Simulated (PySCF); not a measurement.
## Removing the step error of a finite difference

System: H7NSSi2 (SMILES N[SiH2]S[SiH3]), singlet, geometry from GFN2-xTB. Level: PBE0/6-31G, polarisability in PySCF. Sums are taken with unrounded values, so a last digit can differ.

Second differences of the energy in a field along z gave a polarisability along z of 64.481 bohr³ at step 0.005 and 65.516 bohr³ at step 0.05 (atomic units).

Problem. Extrapolate to zero step.

Solution. The leading error of a symmetric difference goes as h², so A(h) = A0 + c h². Then c = (65.516 - (64.481))/(0.05² - 0.005²) = 418 (atomic units) and A0 = 64.481 - c × 0.005² = 64.470 bohr³. The analytic value from the same program and level is 64.471 bohr³: the smaller step missed it by 0.010, the extrapolation by -0.001.
